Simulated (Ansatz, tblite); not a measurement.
Spin states of SnGe2, each relaxed with r2SCAN-D4/def2-TZVP in Ansatz. Electronic energies in the gas phase.

In the def2 sets Sn takes a core potential; there is no spin–orbit coupling. The xTB rows come from tblite. Correlated methods freeze 22 core orbitals; core or outer-core shells of Ge, Sn are correlated, in sets that lack core-valence functions. The structure comes from a short search, and lower isomers may exist.

Singlet geometry (Cs within 0.1 Å):

Cartesian coordinates in Å:
```
Ge -0.614 -0.877 1.285
Ge -0.573 1.017 0.003
Sn 1.187 -0.140 -1.288
```

Triplet geometry (C2v within 0.1 Å):

Cartesian coordinates in Å:
```
Ge -0.792 0.457 1.102
Ge 1.020 0.934 -0.371
Sn -0.228 -1.391 -0.731
```

Quintet geometry (Cs within 0.1 Å):

```xyz
3

Ge    1.1739   -0.1334    1.1245
Ge    0.5639   -0.0166   -1.2956
Sn   -1.7378    0.1501    0.1712
```

⟨S²⟩: triplet 2.01 at PBE0-D4/def2-TZVP (pure 2.00), quintet 6.00 at PBE0-D4/def2-TZVP (pure 6.00).

Run but left out: HF/def2-TZVP, PBE-QIDH/def2-TZVP (singlet: restricted singlet, unstable towards broken spin symmetry).

Only these spin states were relaxed. The triplet has other bonds than the singlet, so the gap mixes isomer and spin. The quintet has other bonds than the singlet, so the gap mixes isomer and spin.

(1) Estimate which spin state lies lowest at each of these levels, and by how much: GFN1-xTB; GFN2-xTB; PBE-D4/def2-TZVP; r2SCAN-D4/def2-TZVP; PBE0-D4/def2-TZVP; r2SCAN0-D4/def2-TZVP; BHLYP-D4/def2-TZVP; ωB97X-V/def2-TZVP; B2PLYP/def2-TZVP; RPA@PBE/def2-TZVP; MP2/def2-TZVP.

## Answers

(1) 
```tsv
level	triplet − singlet (kJ/mol)	quintet − singlet (kJ/mol)	lowest of these	remarks
GFN1-xTB	60.9	269.0	singlet	–
GFN2-xTB	61.2	250.5	singlet	–
PBE-D4/def2-TZVP	16.2	176.6	singlet	–
r2SCAN-D4/def2-TZVP	3.1	163.1	singlet	–
PBE0-D4/def2-TZVP	4.8	162.8	singlet	–
r2SCAN0-D4/def2-TZVP	-6.6	151.3	triplet	–
BHLYP-D4/def2-TZVP	5.4	162.7	singlet	–
ωB97X-V/def2-TZVP	6.3	182.9	singlet	–
B2PLYP/def2-TZVP	21.8	200.6	singlet	–
RPA@PBE/def2-TZVP	22.1	183.6	singlet	–
MP2/def2-TZVP	21.4	220.4	singlet	restricted SCF unstable (singlet)
```

Change of the quintet − singlet gap on mixing in exact exchange, in kJ/mol: PBE to PBE0 (25 % exact exchange) -13.9; r2SCAN to r2SCAN0 (25 % exact exchange) -11.8. The xTB methods have no term that favours high spin, so they put low spin too low.
